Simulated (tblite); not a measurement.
Compound: C5H13O2P.
Z-matrix (Å and degrees, GFN2-xTB geometry), rows numbered from 1:
```
C 
C   1  1.5225
C   2  1.5241  1  110.39
C   2  1.5213  1  111.69  3   123.98
P   2  1.8595  1  107.42  3  -114.45
C   5  1.8328  2  109.06  1   -66.88
O   5  1.4689  2  114.99  1    63.26
O   5  1.6199  2  104.01  1  -175.53
H   1  1.0893  2  110.57  3   -56.59
H   1  1.0886  2  110.96  3  -176.77
H   1  1.0885  2  109.70  3    63.30
H   3  1.0889  2  109.73  1   -61.96
H   3  1.0890  2  110.41  1   178.33
H   3  1.0891  2  110.80  1    58.10
H   4  1.0876  2  110.26  1   171.95
H   4  1.0889  2  110.08  1   -68.26
H   4  1.0875  2  111.02  1    51.54
H   6  1.0854  5  109.78  2    63.25
H   6  1.0879  5  106.41  2  -179.12
H   6  1.0841  5  111.39  2   -59.55
H   8  0.9590  5  106.67  2  -120.74
```

All values are computed: GFN2-xTB (tblite) harmonic vibrations without scaling, gas phase. Errors from tens to a few hundred cm⁻¹ against measured bands are possible. One conformer, not necessarily the lowest.

Harmonic wavenumbers (cm⁻¹): 46.9, 137.7, 160.8, 179.5, 189.3, 211.4, 219.7, 239.5, 261.6, 281.5, 287.1, 304.1, 365.3, 396.2, 413.9, 426.1, 607.6, 743.7, 779.8, 840.0, 842.7, 866.7, 899.9, 963.0, 971.4, 973.7, 1025.9, 1029.4, 1213.1, 1239.1, 1250.2, 1258.2, 1308.9, 1400.0, 1402.1, 1421.0, 1427.7, 1437.2, 1482.5, 1486.5, 1488.3, 1498.4, 1499.2, 1504.7, 3007.8, 3011.3, 3015.2, 3016.4, 3017.8, 3020.0, 3023.4, 3028.7, 3032.7, 3037.8, 3040.3, 3056.0, 3579.8.

A = 2185, B = 1459, C = 1414 MHz; mass 136.065 u (most abundant isotopes); point group C1, symmetry number 1.

Problem. Zero-point energy?

Solution. ½Σν̃ = 38434 cm⁻¹ = 109.89 kcal/mol.

Problem. Give the ideal-gas entropy at 273.15 K and 1 bar in the rigid-rotor, harmonic-oscillator model (classical rotation).

Solution. Translation 40.23, rotation 28.40, vibration 29.95: S = 98.6 cal/(mol K).

Problem. And Cp and H(273.15 K) − H(0)?

Solution. Cp = 41.43 cal/(mol K), of which vibrations give 33.48 (their classical limit is 57 R = 113.3); H(273.15 K) − H(0) = 6.82 kcal/mol without the zero-point energy, 4.65 from vibrations.

Problem. How do the functions run with temperature in this model?

Solution. 
| T (K) | S (cal/(mol K)) | Cp (cal/(mol K)) | H − H(0) (kcal/mol) | G − H(0) (kcal/mol) | ln q(vib) |
| --- | --- | --- | --- | --- | --- |
| 150 | 78.0 | 28.1 | 2.51 | -9.19 | 2.69 |
| 250 | 95.0 | 39.1 | 5.89 | -17.86 | 5.78 |
| 298.15 | 102.3 | 44.0 | 7.89 | -22.62 | 7.29 |
| 400 | 116.6 | 53.9 | 12.88 | -33.78 | 10.44 |
| 600 | 141.7 | 69.7 | 25.34 | -59.67 | 16.37 |
| 900 | 173.2 | 85.5 | 48.80 | -107.06 | 24.56 |

q(vib) and H(0) count from the zero-point level.

Problem. Blend soft modes into free rotors: weight 1/[1 + (100 cm⁻¹/ν̃)⁴] for the oscillator and the rest for a rotor with moment μB/(μ + B), μ = h/(8π²ν), B = 10⁻⁴⁴ kg m². What vibrational entropy results?

Solution. 28.75 cal/(mol K) in place of 29.95, which changes −T·S at 273.15 K by +0.33 kcal/mol.

Problem. What must be added to the electronic energy to get the Gibbs energy at 273.15 K and 1 bar?

Solution. ZPE + [H(273.15 K) − H(0)] − T·S = 109.89 + 6.82 − 26.92 = 89.79 kcal/mol.

Hindered rotation and anharmonicity are outside this model. Other conformers, if any are populated, would add a mixing term that is left out. The structure is chiral; the term R ln 2 for an equal mix with its mirror image is left out.
